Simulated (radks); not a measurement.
Results of a calculation; reference values are marked as such.
Polarisability of the lutetium ion Lu2+, [Xe] 4f14 6s1, at imaginary frequency. Code: a radial shooting solver on a logarithmic mesh with Libxc functionals. Model: scalar-relativistic Kohn-Sham, LDA (Slater exchange, VWN5 correlation), spin-polarised, spherical densities, finite nucleus; open shells are filled with parallel spins first (spin-orbit coupling, left out, can overturn this in heavy ions); Fermi nuclear charge, rms radius 5.37 fm. Response by self-consistent Sternheimer equations with the Hartree and adiabatic LDA kernel, the relativistic mass of each level held fixed and spin-orbit coupling left out.

w (hartree),alpha1(iw) (bohr^3),alpha2(iw) (bohr^5)
0.00266,28.68,804.1
0.0143,28.57,682.4
0.0360,27.98,397.7
0.0697,26.24,215.9
0.118,22.76,142.9
0.186,17.87,109.2
0.280,12.89,85.64
0.413,8.932,63.66
0.605,6.199,43.41
0.892,4.334,27.18
1.35,2.938,15.78
2.12,1.807,8.356
3.59,0.9417,3.754
6.94,0.3818,1.246
17.5,0.09497,0.2350

Static values: alpha1 = 28.69 bohr^3 (4.251 angstrom^3; uncoupled 41.48), alpha2 = 809.4 bohr^5, alpha3 = 1892 bohr^7. C6 = 172.9, C8 = 8225, triple-dipole C9 = 3305 atomic units. One-pole (London) frequency 4 C6 / (3 alpha1^2) = 0.280 hartree, against 0.673 for minus the highest occupied eigenvalue.
